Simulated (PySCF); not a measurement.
The vertical singlet excitations below were computed for one of the candidates. Theory: PySCF 2.14.0, density-fitted response routines, TDDFT wB97X-D/def2-SVPD, vertical, gas phase, core orbitals frozen in the response. Geometries: GFN2-xTB, one conformer each.

```json
{"state": "S1", "λ (nm)": "194.2", "f": "0.0018"}
{"state": "S2", "λ (nm)": "182.6", "f": "0.0047"}
{"state": "S3", "λ (nm)": "178.7", "f": "0.0010"}
{"state": "S4", "λ (nm)": "176.7", "f": "0.0027"}
{"state": "S5", "λ (nm)": "171.7", "f": "0.014"}
{"state": "S6", "λ (nm)": "167.4", "f": "0.0080"}
{"state": "S7", "λ (nm)": "164.8", "f": "0.041"}
{"state": "S8", "λ (nm)": "163.1", "f": "0.0016"}
```

Orbital energies (eV): HOMO-3 -10.82, HOMO-2 -10.44, HOMO-1 -9.63, HOMO -9.21, LUMO 1.74, LUMO+1 1.95, LUMO+2 2.15.

Task: Which structure fits? All have the formula C4H8OSi2.
A. `[SiH3][SiH2]C1=CC=CO1`
B. `C#C[C@@H]1C[SiH2]O[SiH2]1`
C. `C=C1C=CO[SiH2][SiH2]1`
D. `O[SiH]1C=C[SiH2]C=C1`

Result: B. Its S1, at 6.38 eV, is the highest among the candidates; the nearest of the others has S1 at 5.80 eV. S1 is HOMO→LUMO+2 (22%), HOMO→LUMO+1 (22%), HOMO→LUMO+3 (12%). Löwdin shares by element: HOMO carbon 76% or more, silicon 8% or more (atoms not listed hold the other 16%); LUMO silicon 46%, oxygen 12%, hydrogen 7% or more (atoms not listed hold the other 35%). At the same level the other candidates give, for their lowest levels:
- `O[SiH]1C=C[SiH2]C=C1`: 233 nm (f 0.005); 213 nm (f 0.005); 201 nm (f 0.000); 190 nm (f 0.178); 184 nm (f 0.000); T1 4.20 eV; HOMO -9.55, LUMO 0.57 eV
- `C=C1C=CO[SiH2][SiH2]1`: 256 nm (f 0.252); 238 nm (f 0.002); 207 nm (f 0.012); 199 nm (f 0.094); 194 nm (f 0.023); T1 3.03 eV; HOMO -8.05, LUMO 0.60 eV
- `[SiH3][SiH2]c1ccco1`: 214 nm (f 0.382); 198 nm (f 0.006); 187 nm (f 0.014); 181 nm (f 0.001); 177 nm (f 0.002); T1 3.93 eV; HOMO -8.46, LUMO 1.34 eV
Triplets come from the Tamm–Dancoff approximation.
